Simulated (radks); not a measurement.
Q: The table gives one normalised radial function P(r) = r R(r) (large component) of Re3+ in [Xe] 4f14 5d4 (r in bohr). Method: Dirac Kohn-Sham, PBEsol, spin-unpolarised, spherical densities, point nucleus; open shells fill j = l - 1/2 first; computed with a radial shooting solver on a logarithmic mesh with Libxc functionals.

r	P
0.002449	0.1271
0.002828	0.1385
0.00324	0.1494
0.003742	0.1607
0.004322	0.1715
0.004991	0.1812
0.005764	0.1890
0.006657	0.1942
0.007688	0.1958
0.008878	0.1926
0.01025	0.1833
0.01184	0.1666
0.01368	0.1413
0.01579	0.1064
0.01824	0.0614
0.02106	0.0067
0.02433	-0.0560
0.0281	-0.1235
0.03245	-0.1904
0.03747	-0.2494
0.04328	-0.2912
0.04998	-0.3054
0.05772	-0.2824
0.06613	-0.2206
0.07637	-0.1124
0.0882	0.0313
0.1019	0.1904
0.1176	0.3340
0.1359	0.4246
0.1569	0.4270
0.1812	0.3205
0.2093	0.1111
0.2417	-0.1616
0.2791	-0.4282
0.3223	-0.6064
0.3723	-0.6268
0.4299	-0.4605
0.4965	-0.1323
0.5734	0.2849
0.6622	0.6938
0.7648	1.0043
0.8832	1.1591
1.02	1.1472
1.178	1.0002
1.35	0.7896
1.559	0.5500
1.8	0.3406
2.079	0.1860
2.401	0.0885
2.773	0.0361
3.202	0.0124
3.698	0.0035
4.271	0.0008
4.933	0.0001
5.697	0.0000

Which n and l does it have? It may be an empty orbital.

A: n = 5, l = 0: the number of nodes gives n - l - 1 = 4, the rise at small r points to l (this Dirac orbital starts as r^gamma with gamma = sqrt((l + 1)^2 - (Z/c)^2) = 0.84; the j = 1/2 orbital of l + 1 starts with the same power, but with a smaller coefficient, and then steepens), and the extent must fit the shell. The curve is that of 5s1/2. 5s1/2: eigenvalue -114.33 eV, 4 radial nodes at r = 0.0214, 0.0857, 0.222, 0.521 bohr, <r> = 1.03 bohr, 90 % of the charge inside 1.48 bohr.
